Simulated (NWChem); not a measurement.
System: C3H5NO; SMILES N#CCCO

NWChem input:

```
start job
memory heap 200 mb stack 900 mb global 1100 mb
geometry units angstroms noautosym nocenter noautoz
  N      0.304263     2.576742     0.016422
  C     -0.131528     1.501199    -0.009773
  C     -0.637555     0.127610    -0.037325
  C      0.499496    -0.919347     0.008300
  O     -0.014065    -2.234074    -0.074969
  H     -1.312829    -0.016141     0.816485
  H     -1.229209    -0.027510    -0.946664
  H      1.150742    -0.788167    -0.859924
  H      1.110712    -0.767452     0.909310
  H     -0.426792    -2.456070     0.774024
end
basis spherical
  * library pcsseg-1
end
dft
  xc pbe0
  iterations 150
end
property
  shielding
end
task dft property
```

Output (shortened):

```
             Northwest Computational Chemistry Package (NWChem) 7.3.0
             --------------------------------------------------------

                             Geometry "geometry" -> ""
                             -------------------------

 Output coordinates in angstroms (scale by  1.889725989 to convert to a.u.)

  No.       Tag          Charge          X              Y              Z
 ---- ---------------- ---------- -------------- -------------- --------------
    1 N                    7.0000     0.30426300     2.57674200     0.01642200
    2 C                    6.0000    -0.13152800     1.50119900    -0.00977300
    3 C                    6.0000    -0.63755500     0.12761000    -0.03732500
    4 C                    6.0000     0.49949600    -0.91934700     0.00830000
    5 O                    8.0000    -0.01406500    -2.23407400    -0.07496900
    6 H                    1.0000    -1.31282900    -0.01614100     0.81648500
    7 H                    1.0000    -1.22920900    -0.02751000    -0.94666400
    8 H                    1.0000     1.15074200    -0.78816700    -0.85992400
    9 H                    1.0000     1.11071200    -0.76745200     0.90931000
   10 H                    1.0000    -0.42679200    -2.45607000     0.77402400

 Effective nuclear repulsion energy (a.u.)     153.4785447570

                              NWChem Property Module
                              ----------------------

  itol2e modified to match energy
  convergence criterion.

                                 NWChem DFT Module
                                 -----------------

 Summary of "ao basis" -> "ao basis" (spherical)
 ------------------------------------------------------------------------------
       Tag                 Description            Shells   Functions and Types
 ---------------- ------------------------------  ------  ---------------------
 N                          pcsseg-1                 7       17   3s3p1d
 C                          pcsseg-1                 7       17   3s3p1d
 O                          pcsseg-1                 7       17   3s3p1d
 H                          pcsseg-1                 3        5   2s1p

  itol2e modified to match energy
  convergence criterion.

            General Information
            -------------------
          SCF calculation type: DFT
          Wavefunction type:  closed shell.
          No. of atoms     :    10
          No. of electrons :    38
           Alpha electrons :    19
            Beta electrons :    19
          Charge           :     0
          Spin multiplicity:     1
          Use of symmetry is: off; symmetry adaption is: off
          Maximum number of iterations: 150
          AO basis - number of functions:   110
                     number of shells:    50
          Convergence on energy requested:  1.00D-07
          Convergence on density requested:  1.00D-05
          Convergence on gradient requested:  5.00D-04

              XC Information
              --------------
                         PBE0 Method XC Functional
                     Hartree-Fock (Exact) Exchange  0.250
          PerdewBurkeErnzerhof Exchange Functional  0.750
            Perdew 1991 LDA Correlation Functional  1.000 local
           PerdewBurkeErnz. Correlation Functional  1.000 non-local

[...]

          -----------------------------------------
          Chemical Shielding Tensors (GIAO, in ppm)
          -----------------------------------------

                                NWChem CPHF Module
                                ------------------

  scftype          =     RHF
  nclosed          =       19
  nopen            =        0
  variables        =     1729
  # of vectors     =        3
  tolerance        = 0.10D-03
  level shift      = 0.00D+00
  max iterations   =       50
  max subspace     =       30

 SCF residual:    2.8863149231962946E-005

Iterative solution of linear equations
  No. of variables     1729
  No. of equations        3
  Maximum subspace       30
        Iterations       50
       Convergence  1.0D-04

   iter   nsub   residual    time
   ----  ------  --------  ---------
     1      3    4.40D-01     102.7
     2      6    4.21D-02     110.5
     3      9    2.19D-03     118.9
     4     12    1.28D-04     127.5
     5     15    1.21D-05     136.2

      Atom:    1  N
        Diamagnetic
    337.3237      1.9836     -0.0262
      1.9836    342.7679      0.0071
     -0.0262      0.0071    336.4522

        Paramagnetic
   -487.3489    170.7004      4.2283
    170.7004   -106.1553      9.7473
      4.2283      9.7473   -556.3911

        Total Shielding Tensor
   -150.0253    172.6840      4.2021
    172.6840    236.6126      9.7544
      4.2021      9.7544   -219.9389

           isotropic =     -44.4505
          anisotropy =     520.7606

          Principal Components and Axis System
                 1           2           3
              302.7232   -220.2013   -215.8735

      1         0.3565     -0.1045      0.9284
      2         0.9341      0.0183     -0.3566
      3         0.0203      0.9944      0.1041

      Atom:    2  C
        Diamagnetic
    250.8690     12.6108      0.1690
     12.6108    283.0393      0.6328
      0.1690      0.6328    245.8400

        Paramagnetic
   -254.2389    106.7486      2.6814
    106.7486    -39.0721      6.5388
      2.6814      6.5388   -297.3447

        Total Shielding Tensor
     -3.3699    119.3594      2.8504
    119.3594    243.9672      7.1716
      2.8504      7.1716    -51.5047

           isotropic =      63.0309
          anisotropy =     343.9721

          Principal Components and Axis System
                 1           2           3
              292.3456    -51.6933    -51.5597

      1         0.3744      0.3066      0.8751
      2         0.9270     -0.1466     -0.3452
      3         0.0224      0.9405     -0.3391

      Atom:    3  C
        Diamagnetic
    244.0215     -1.5451     -0.3267
     -1.5451    264.7051      0.0019
     -0.3267      0.0019    240.1625

        Paramagnetic
    -81.9301     -1.7499      1.3564
     -1.7499    -82.8598     -0.7558
      1.3564     -0.7558   -100.6757

        Total Shielding Tensor
    162.0913     -3.2950      1.0296
     -3.2950    181.8453     -0.7538
      1.0296     -0.7538    139.4868

           isotropic =     161.1411
          anisotropy =      31.8878

          Principal Components and Axis System
                 1           2           3
              182.3997    161.5924    139.4314

      1        -0.1612      0.9860     -0.0433
      2         0.9867      0.1619      0.0144
      3        -0.0212      0.0404      0.9990

      Atom:    4  C
        Diamagnetic
    242.3164     -2.8843      1.4843
     -2.8843    256.7714      1.1170
      1.4843      1.1170    233.0409

        Paramagnetic
   -125.5774     20.0549      0.9135
     20.0549    -99.0594     -0.4044
      0.9135     -0.4044   -144.1939

        Total Shielding Tensor
    116.7390     17.1706      2.3977
     17.1706    157.7120      0.7126
      2.3977      0.7126     88.8470

           isotropic =     121.0993
          anisotropy =      64.3295

          Principal Components and Axis System
                 1           2           3
              163.9857    110.6796     88.6327

      1         0.3424      0.9350     -0.0927
      2         0.9393     -0.3427      0.0128
      3         0.0198      0.0915      0.9956

      Atom:    5  O
        Diamagnetic
    380.8470     11.8211     -7.2674
     11.8211    398.9535     -3.5013
     -7.2674     -3.5013    388.0112

        Paramagnetic
    -95.0339    -18.1220    -13.5414
    -18.1220   -114.6505     -7.4192
    -13.5414     -7.4192    -89.0131

        Total Shielding Tensor
    285.8131     -6.3009    -20.8088
     -6.3009    284.3030    -10.9205
    -20.8088    -10.9205    298.9982

           isotropic =     289.7048
          anisotropy =      38.1871

          Principal Components and Axis System
                 1           2           3
              315.1628    290.0610    263.8904

      1        -0.5431     -0.5098      0.6672
      2        -0.1794      0.8467      0.5009
      3         0.8203     -0.1523      0.5513

      Atom:    6  H
        Diamagnetic
     29.1835      1.0761     -8.5765
      1.0761     27.2114     -1.7509
     -8.5765     -1.7509     29.1968

        Paramagnetic
      0.6779     -0.3066      4.4795
     -0.3066      1.9719      1.2773
      4.4795      1.2773      0.0897

        Total Shielding Tensor
     29.8614      0.7696     -4.0970
      0.7696     29.1833     -0.4736
     -4.0970     -0.4736     29.2866

           isotropic =      29.4438
          anisotropy =       6.6085

          Principal Components and Axis System
                 1           2           3
               33.8494     29.0238     25.4581

      1         0.7213     -0.1029      0.6850
      2         0.1867      0.9812     -0.0491
      3        -0.6670      0.1633      0.7269

      Atom:    7  H
        Diamagnetic
     27.3257      0.7768      8.2804
      0.7768     26.7607      1.7609
      8.2804      1.7609     30.6141

        Paramagnetic
      1.2995     -0.1011     -4.1385
     -0.1011      1.6408     -1.2611
     -4.1385     -1.2611     -0.6907

[...]
```

Level: PBE0/pcSseg-1, GIAO. Geometry: optimised at B3LYP/6-31G* (spherical d). The printed shielding anisotropy is the first printed principal value minus the mean of the other two.
